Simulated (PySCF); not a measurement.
propyne (C$_{3}$H$_{4}$), singlet, at a GFN2-xTB geometry; TPSS/STO-3G (PySCF).

PySCF was given this input:
```python
from pyscf import gto, scf, dft

mol = gto.Mole()
mol.atom = '''
    C     0.00251601   -0.00427449    0.21384286
    C    -0.01028846   -0.01351722    1.40987627
    C     0.00901665    0.01179166   -1.23156806
    H    -0.03481017   -0.01436157    2.45813969
    H    -0.01568984    1.04063331   -1.59024389
    H     0.90833899   -0.47377787   -1.60942938
    H    -0.86530420   -0.51649354   -1.61137288
'''
mol.basis = 'sto-3g'
mol.verbose = 5
mol.build()

mf = dft.RKS(mol)
mf.xc = 'tpss'
mf.kernel()
```

What the program printed (banner, timings and long lists left out):

```
PySCF version 2.14.0

[INPUT] verbose = 5
[INPUT] max_memory = 4000
[INPUT] num. atoms = 7
[INPUT] num. electrons = 22
[INPUT] charge = 0
[INPUT] spin (= nelec alpha-beta = 2S) = 0
[INPUT] symmetry False subgroup None
[INPUT] Mole.unit = angstrom
[INPUT] Symbol           X                Y                Z      unit          X                Y                Z       unit  Magmom
[...]
[INPUT] ---------------- BASIS SET ----------------
[INPUT] l, kappa, [nprim/nctr], expnt,             c_1 c_2 ...
[INPUT] H
[...]
                                0.62391373        0.53532814
                                0.1688554         0.44463454
[INPUT] C
[...]
                                13.045096         0.53532814
                                3.5305122         0.44463454
[...]
                                0.6834831         0.39951283
                                0.2222899         0.70011547
[...]
                                0.6834831         0.60768372
                                0.2222899         0.39195739

nuclear repulsion = 59.192213232051
number of shells = 13
number of NR pGTOs = 57
number of NR cGTOs = 19
basis = sto-3g
ecp = {}

******** <class 'pyscf.dft.rks.RKS'> ********
method = RKS
initial guess = minao
damping factor = 0
level_shift factor = 0
DIIS = <class 'pyscf.scf.diis.CDIIS'>
diis_start_cycle = 1
diis_space = 8
diis_damp = 0
SCF conv_tol = 1e-09
SCF conv_tol_grad = None
SCF max_cycles = 50
direct_scf = True
direct_scf_tol = 1e-13
XC library pyscf.dft.libxc version 7.1.2
    S. Lehtola, C. Steigemann, M. J. T. Oliveira, and M. A. L. Marques,  SoftwareX 7, 1–5 (2018)
XC functionals = tpss
    J. Tao, J. P. Perdew, V. N. Staroverov, and G. E. Scuseria,  Phys. Rev. Lett. 91, 146401 (2003)
    J. P. Perdew, J. Tao, V. N. Staroverov, and G. E. Scuseria,  J. Chem. Phys. 120, 6898 (2004)
    J. Tao, J. P. Perdew, V. N. Staroverov, and G. E. Scuseria,  Phys. Rev. Lett. 91, 146401 (2003)
    J. P. Perdew, J. Tao, V. N. Staroverov, and G. E. Scuseria,  J. Chem. Phys. 120, 6898 (2004)
radial grids:
    Treutler-Ahlrichs [JCP 102, 346 (1995); DOI:10.1063/1.469408] (M4) radial grids

becke partition: Becke, JCP 88, 2547 (1988); DOI:10.1063/1.454033
pruning grids: <function nwchem_prune>
grids dens level: 3
symmetrized grids: False
atomic radii adjust function: <function treutler_atomic_radii_adjust>
small_rho_cutoff = 0
Set gradient conv threshold to 3.16228e-05
Initial guess from minao.
[...]
[...]
  mo_energy =
[-9.86752828 -9.78916462 -9.77153439 -0.68493549 -0.60209015 -0.44802761
 -0.36689837 -0.36685376 -0.36305948 -0.17490102 -0.17480965  0.1513882
  0.15161211  0.31235545  0.43525098  0.4387216   0.4392937   0.47721711
  1.11142432]
nelec by numeric integration = 22.000003609385182
E1 = -271.45154733234176  E2 = 96.99911088259006  Ecoul = 114.79302585280772  Exc = -17.79391497021766
cycle= 5 E= -115.260223217701  delta_E= -7.01e-06  |g|= 0.00223  |ddm|= 0.00935
[...]
  mo_energy =
[-9.86886864 -9.78843326 -9.77092841 -0.68510344 -0.60196118 -0.44795459
 -0.36726766 -0.36722351 -0.36316635 -0.17462417 -0.17453287  0.1516613
  0.1518855   0.31236277  0.43489746  0.43833387  0.43890615  0.47716135
  1.1117613 ]
nelec by numeric integration = 22.00000361105795
E1 = -271.4537508543514  E2 = 97.00131288005491  Ecoul = 114.79535437703119  Exc = -17.794041496976273
cycle= 6 E= -115.260224742246  delta_E= -1.52e-06  |g|= 7.25e-05  |ddm|= 0.00299
[...]
  mo_energy =
[-9.86885274 -9.78844882 -9.77095445 -0.68510283 -0.60196816 -0.44797485
 -0.36725306 -0.36720862 -0.36316963 -0.17463885 -0.17454753  0.1516444
  0.15186863  0.31234634  0.43491625  0.43834747  0.43891963  0.47714903
  1.11174321]
nelec by numeric integration = 22.000003611128946
E1 = -271.45375312864087  E2 = 97.00131515217673  Ecoul = 114.79535716691852  Exc = -17.79404201474179
cycle= 7 E= -115.260224744413  delta_E= -2.17e-09  |g|= 6.83e-06  |ddm|= 0.000127
[...]
  mo_energy =
[-9.8688539  -9.78844839 -9.77095374 -0.68510368 -0.60196768 -0.44797354
 -0.36725466 -0.36721027 -0.36316994 -0.17463836 -0.17454704  0.15164468
  0.1518689   0.31234681  0.43491518  0.43834607  0.43891826  0.4771493
  1.11174401]
nelec by numeric integration = 22.000003611125678
E1 = -271.45375698988767  E2 = 97.00131901340652  Ecoul = 114.79536105891023  Exc = -17.79404204550372
cycle= 8 E= -115.26022474443  delta_E= -1.7e-11  |g|= 4.29e-07  |ddm|= 1.03e-05
[...]
  mo_energy =
[-9.86885379 -9.78844832 -9.77095405 -0.68510359 -0.60196775 -0.44797372
 -0.36725454 -0.36721015 -0.36316991 -0.17463844 -0.17454712  0.1516446
  0.15186882  0.31234673  0.43491524  0.43834619  0.43891838  0.47714925
  1.1117439 ]
nelec by numeric integration = 22.00000361112546
E1 = -271.45375563067034  E2 = 97.00131765418973  Ecoul = 114.79535968815784  Exc = -17.79404203396812
Extra cycle  E= -115.26022474443  delta_E= 5.4e-13  |g|= 1.33e-06  |ddm|= 1.83e-06
converged SCF energy = -115.26022474443
```
